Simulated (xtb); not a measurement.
I4Ta, charge +1, singlet, at a GFN2-xTB geometry (such geometries of metal compounds can be far from the true shape) (the multiplicity is a formal guess), atoms displaced at random by about 0.02 Å a coordinate. Base run: GFN1-xTB (xtb).

Input for xtb:
```
$ xtb mol.xyz --gfn 1 --chrg 1 --opt --json

# file mol.xyz
5

Ta    -0.00685608     0.00056652    -0.00597107
I      2.08259067    -0.64376335    -1.52187373
I      0.78169666     0.39961978     2.49520370
I     -1.15886474     2.21134736    -0.93497933
I     -1.76986047    -1.98888361    -0.08996177
```

Variants of this job, named by their change:

```csv
change,ΔE vs base (mEh),optimiser steps
base,0.000,15
engine = lbfgs,0.000,-
opt level = tight,0.000,15
opt level = crude,0.139,1
opt level = vtight,0.000,16
engine = inertial,0.014,-
opt level = lax,0.000,15
opt level = extreme,0.000,16
alpb = hexane,…,12
alpb = benzene,…,13
```

Q: Complete the blanks.

A: 
- alpb = hexane, ΔE vs base (mEh): -31.151
- alpb = benzene, ΔE vs base (mEh): -47.548
